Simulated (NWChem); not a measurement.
System: octafluorocyclobutane (C$_{4}$F$_{8}$); SMILES C1(C(C(C1(F)F)(F)F)(F)F)(F)F

Computed with NWChem. Pople sets run with spherical d functions. B3LYP is NWChem's, with the RPA form of VWN correlation. Each level has its own optimisation. One conformer.

| level | r C–C (Å) |
|---|---|
| Hartree-Fock/STO-3G | 1.608 |
| B3LYP/3-21G | 1.567 |
| Hartree-Fock/3-21G | 1.544 |
| B3LYP/6-31G* | 1.567 |
